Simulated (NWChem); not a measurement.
System: NH3SeO; SMILES N[Se]O

```xyz
6

Se     0.4081     0.0040    -0.0059
O     -0.6997    -1.4742    -0.0714
H     -0.8812    -1.7076     0.8551
N     -0.6955     1.4668    -0.0072
H     -1.2782     1.5499     0.8209
H     -1.2514     1.5496    -0.8538
```
Atoms are numbered in this order, from 1.

All runs: NWChem. Structure relaxed at the B3LYP/6-31G* (spherical d) level. Ions are spin-unrestricted doublets at the neutral geometry; other ion states weren't tried.

Order these by “ΔSCF minus −ε(HOMO) (eV)”, lowest first: B3LYP/def2-SVP; r2SCAN/def2-SVP; LRC-wPBEh/def2-SVP; BHandHLYP/def2-SVP.

LRC-wPBEh/def2-SVP (0.76), BHandHLYP/def2-SVP (1.49), B3LYP/def2-SVP (2.90), r2SCAN/def2-SVP (3.55)
